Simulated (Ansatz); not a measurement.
C2H8Si2, SMILES `C=C[SiH2][SiH3]`, relaxed with RKS PBE0-D4/def2-TZVP in Ansatz from a PBE-D4/def2-SVP geometry. The force threshold is 0.005 eV/Å; the program also tests the step.

Charge 0, multiplicity 1.

Start:

```xyz
12

C     0.687    2.156   -0.708
C     0.303    1.328    0.285
Si   -0.949   -0.056    0.070
Si    0.095   -2.152    0.340
H     0.262    2.084   -1.724
H     1.441    2.947   -0.551
H     0.768    1.452    1.281
H    -2.050    0.056    1.097
H    -1.561    0.038   -1.305
H     1.160   -2.348   -0.708
H     0.746   -2.231    1.697
H    -0.903   -3.275    0.227
```

```json
{"step": "1", "energy (eV)": "-17950.7602", "largest force (eV/Å)": "0.557", "largest move (Å)": "0.000"}
{"step": "2", "energy (eV)": "-17950.8031", "largest force (eV/Å)": "0.129", "largest move (Å)": "0.034"}
{"step": "3", "energy (eV)": "-17950.8044", "largest force (eV/Å)": "0.082", "largest move (Å)": "0.033"}
{"step": "4", "energy (eV)": "-17950.8057", "largest force (eV/Å)": "0.068", "largest move (Å)": "0.023"}
{"step": "5", "energy (eV)": "-17950.8059", "largest force (eV/Å)": "0.011", "largest move (Å)": "0.005"}
{"step": "6", "energy (eV)": "-17950.8059", "largest force (eV/Å)": "0.006", "largest move (Å)": "0.001"}
{"step": "7", "energy (eV)": "-17950.8059", "largest force (eV/Å)": "0.003", "largest move (Å)": "0.002"}
```

End:

```xyz
12

C     0.675    2.135   -0.697
C     0.301    1.321    0.286
Si   -0.936   -0.053    0.069
Si    0.096   -2.139    0.337
H     0.253    2.057   -1.696
H     1.415    2.917   -0.550
H     0.763    1.451    1.264
H    -2.027    0.065    1.077
H    -1.531    0.047   -1.293
H     1.145   -2.336   -0.700
H     0.741   -2.222    1.677
H    -0.896   -3.243    0.226
```

It took 15 s on 4 threads of a server CPU on a shared host, with 0.5 GiB of host memory at the peak.
